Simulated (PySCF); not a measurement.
PySCF input for AlI₃, SMILES [I][Al]([I])[I], TDA-LC-ωPBE/def2-SVPD. Geometry: B3LYP-D3(BJ)/def2-SVP. The isomer is the one that the SMILES or the coordinates give; other isomers of the formula were not compared. The def2 effective core potentials stand for the cores of I; spin–orbit coupling is left out.

```python
import numpy as np
from pyscf import gto, scf, dft, tdscf

mol = gto.M(
    atom='''
    Al    0.00000000    0.00000000    0.00000000
    I    -2.46640055    0.00000000    0.00000000
    I     1.23320027    2.13596553    0.00000000
    I     1.23320027   -2.13596553    0.00000000
    ''',
    basis='def2-SVPD',
    ecp={'I': 'def2-svp'},
    charge=0,
    spin=0,
    symmetry=True,
    max_memory=1600,
    verbose=4,
)
mf = dft.RKS(mol, xc='lc_wpbe').density_fit(auxbasis='def2-universal-jkfit')
mf.grids.level = 3
mf.conv_tol = 1e-9
mf.max_cycle = 100
mf.kernel()
mf.grids = dft.Grids(mol).set(level=1).build(with_non0tab=True)  # coarser grid for the response kernel
td = tdscf.TDA(mf)
td.singlet = True
td.nstates = 10
td.conv_tol = 1e-4
td.kernel(x0=td.get_init_guess(mf, 15))
td.analyze()
tt = tdscf.TDA(mf)
tt.singlet = False
tt.nstates = 4
tt.conv_tol = 1e-4
tt.kernel(x0=tt.get_init_guess(mf, 9))
tt.analyze(verbose=3)
```

Log of the run:

```
PySCF version 2.14.0

[INPUT] verbose = 4
[INPUT] num. atoms = 4
[INPUT] num. electrons = 88
[INPUT] charge = 0
[INPUT] spin (= nelec alpha-beta = 2S) = 0
[INPUT] symmetry True subgroup None
[INPUT] Mole.unit = angstrom
[INPUT] Symbol           X                Y                Z      unit          X                Y                Z       unit  Magmom
[INPUT]  1 Al     0.000000000000   0.000000000000   0.000000000000 AA    0.000000000000   0.000000000000   0.000000000000 Bohr   0.0
[INPUT]  2 I     -2.466400550000   0.000000000000   0.000000000000 AA   -4.660821552977   0.000000000000   0.000000000000 Bohr   0.0
[INPUT]  3 I      1.233200270000   2.135965530000   0.000000000000 AA    2.330410767040   4.036389863211   0.000000000000 Bohr   0.0
[INPUT]  4 I      1.233200270000  -2.135965530000   0.000000000000 AA    2.330410767040  -4.036389863211   0.000000000000 Bohr   0.0

nuclear repulsion = 441.452592380478
point group symmetry = D3h, use subgroup C2v
symmetry origin: [-5.82299339e-09  0.00000000e+00  0.00000000e+00]
symmetry axis x: [ 0.  1. -0.]
symmetry axis y: [0. 0. 1.]
symmetry axis z: [ 1. -0.  0.]
num. orbitals of irrep A1 = 52
num. orbitals of irrep A2 = 16
num. orbitals of irrep B1 = 37
num. orbitals of irrep B2 = 24
number of shells = 49
number of NR pGTOs = 252
number of NR cGTOs = 129
basis = def2-SVPD
ecp = {'I': 'def2-svp'}


[settings echo left out]
init E= -1040.09084659084
HOMO (B1) = -1.68740791922034  LUMO (A1) = -1.27488242266599  gap/eV = 11.22539
cycle= 1 E= -1132.4184033188  delta_E= -92.3  |g|= 4.65  |ddm|= 15.4
HOMO (B1) = -0.115009243043608  LUMO (B2) = 0.0247229022525604  gap/eV = 3.80231
cycle= 2 E= -1134.7014867978  delta_E= -2.28  |g|= 2.51  |ddm|= 12.5
HOMO (B1) = -0.353379610187673  LUMO (A1) = 0.0189384374033221  gap/eV = 10.13129
cycle= 3 E= -1135.62283745749  delta_E= -0.921  |g|= 0.305  |ddm|= 3.48
HOMO (B1) = -0.38236661450625  LUMO (B2) = -0.0300543152864376  gap/eV = 9.58691
cycle= 4 E= -1135.65149256062  delta_E= -0.0287  |g|= 0.119  |ddm|= 0.646
HOMO (B1) = -0.377621749298376  LUMO (A1) = -0.00779870531599208  gap/eV = 10.06340
cycle= 5 E= -1135.6568864003  delta_E= -0.00539  |g|= 0.00764  |ddm|= 0.188
HOMO (B1) = -0.37809711148485  LUMO (A1) = -0.00745493256045803  gap/eV = 10.08569
cycle= 6 E= -1135.65694606697  delta_E= -5.97e-05  |g|= 0.0021  |ddm|= 0.0301
HOMO (B1) = -0.377677033432978  LUMO (A1) = -0.00714253688326558  gap/eV = 10.08276
cycle= 7 E= -1135.65695127738  delta_E= -5.21e-06  |g|= 0.000513  |ddm|= 0.00881
HOMO (B1) = -0.377681647086735  LUMO (A1) = -0.00715406312329081  gap/eV = 10.08257
cycle= 8 E= -1135.65695165616  delta_E= -3.79e-07  |g|= 9.24e-05  |ddm|= 0.00249
HOMO (B1) = -0.377699892846979  LUMO (A1) = -0.00717086451783213  gap/eV = 10.08261
cycle= 9 E= -1135.6569516607  delta_E= -4.54e-09  |g|= 1.5e-05  |ddm|= 0.000432
HOMO (B1) = -0.377698464649725  LUMO (A1) = -0.00717126390230202  gap/eV = 10.08256
cycle= 10 E= -1135.65695166094  delta_E= -2.36e-10  |g|= 2.86e-06  |ddm|= 4.95e-05
HOMO (B1) = -0.377698214504767  LUMO (A1) = -0.00717131983955273  gap/eV = 10.08255
Extra cycle  E= -1135.65695166095  delta_E= -6.82e-12  |g|= 1.1e-06  |ddm|= 8.8e-06
converged SCF energy = -1135.65695166095
tot grids = 30432


******** <class 'pyscf.tdscf.rks.TDA'> for <class 'pyscf.df.df_jk.DFSymAdaptedRKS'> ********
nstates = 10 singlet
deg_eia_thresh = 1.000e-03
wfnsym = None
conv_tol = 0.0001
eigh lindep = 1e-12
eigh level_shift = 0
eigh max_cycle = 100


Excitation energies (eV)
[5.31859205 5.32636103 5.61219357 5.61220689 5.78356256 5.78364858
 5.78801259 5.78806221 6.08877024 6.08887201]

** Singlet excitation energies and oscillator strengths **
Excited State   1:   B1      5.31859 eV    233.11 nm  f=0.0000
      44 -> 45        0.66369
      44 -> 47       -0.14250
Excited State   2:   A2      5.32636 eV    232.77 nm  f=0.0000
      44 -> 46        0.69496
Excited State   3:   A2      5.61219 eV    220.92 nm  f=0.0000
      40 -> 46        0.14025
      43 -> 45       -0.64625
      43 -> 47        0.14032
Excited State   4:   B2      5.61221 eV    220.92 nm  f=0.0000
      41 -> 46        0.14030
      42 -> 45        0.64624
      42 -> 47       -0.14030
Excited State   5:   B1      5.78356 eV    214.37 nm  f=0.0061
      40 -> 45       -0.53113
      40 -> 47        0.12230
      43 -> 46       -0.40563
Excited State   6:   A1      5.78365 eV    214.37 nm  f=0.0060
      41 -> 45       -0.53112
      41 -> 47        0.12229
      42 -> 46        0.40567
Excited State   7:   B2      5.78801 eV    214.21 nm  f=0.0000
      41 -> 46       -0.67843
      42 -> 45        0.13418
Excited State   8:   A2      5.78806 eV    214.21 nm  f=0.0000
      40 -> 46        0.67844
      43 -> 45        0.13414
Excited State   9:   A1      6.08877 eV    203.63 nm  f=0.1797
      37 -> 45        0.18681
      41 -> 45       -0.36215
      42 -> 46       -0.52814
Excited State  10:   B1      6.08887 eV    203.62 nm  f=0.1797
      38 -> 45       -0.18685
      40 -> 45        0.36209
      43 -> 46       -0.52818

** Transition electric dipole moments (AU) **
state          X           Y           Z        Dip. S.      Osc.
  1        -0.0000     -0.0001     -0.0000      0.0000      0.0000
  2        -0.0000      0.0000      0.0000      0.0000      0.0000
  3        -0.0000      0.0000     -0.0000      0.0000      0.0000
  4         0.0000      0.0000      0.0001      0.0000      0.0000
  5         0.0000     -0.2069     -0.0000      0.0428      0.0061
  6        -0.2066     -0.0000     -0.0000      0.0427      0.0060
  7         0.0000     -0.0000     -0.0000      0.0000      0.0000
  8        -0.0000     -0.0000     -0.0000      0.0000      0.0000
  9        -1.0975     -0.0000     -0.0000      1.2045      0.1797
 10         0.0000      1.0976     -0.0000      1.2048      0.1797

WARN: ECP detected. Skipping calculation of transition velocity and magnetic dipole moments, which have not yet been implemented.



******** <class 'pyscf.tdscf.rks.TDA'> for <class 'pyscf.df.df_jk.DFSymAdaptedRKS'> ********
nstates = 4 triplet
deg_eia_thresh = 1.000e-03
wfnsym = None
conv_tol = 0.0001
eigh lindep = 1e-12
eigh level_shift = 0
eigh max_cycle = 100


Excitation energies (eV)
[4.90918965 5.20500879 5.22119561 5.22121126]

** Triplet excitation energies and oscillator strengths **
Excited State   1:   B1      4.90919 eV    252.56 nm  f=0.0000
Excited State   2:   A2      5.20501 eV    238.20 nm  f=0.0000
Excited State   3:   B2      5.22120 eV    237.46 nm  f=0.0000
Excited State   4:   A2      5.22121 eV    237.46 nm  f=0.0000
```

The run converged.

Cost: very roughly 110 core-seconds.
